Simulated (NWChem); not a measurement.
# Lowest excitation of H6Al2

SMILES: [AlH3].[AlH3]
```xyz
8

Al     0.0000     0.0000    -1.3039
Al     0.0000     0.0000     1.3039
H      0.0000    -1.1587     0.0000
H     -1.4236     0.0000    -1.9931
H      1.4236     0.0000    -1.9931
H      0.0000     1.1587     0.0000
H     -1.4236     0.0000     1.9931
H      1.4236     0.0000     1.9931
```
Charge 0, spin multiplicity 1.

All runs are NWChem calculations. Structure: optimised with PBE0/def2-SVP, a minimum by its harmonic frequencies.

Basis set: aug-cc-pVDZ.

The correlated methods keep 10 core orbitals frozen. B3LYP has NWChem's definition, with VWN1-RPA local correlation. The structure started from a generated list of species. Coupled-cluster values serve here as a point of comparison, not as the truth.

Q: Order these methods by the lowest vertical singlet excitation energy they give, lowest first: TD-B3LYP, TD-PBE, CIS, EOM-CCSD.

A: TD-PBE (5.48 eV), TD-B3LYP (6.09 eV), EOM-CCSD (6.83 eV), CIS (7.66 eV)
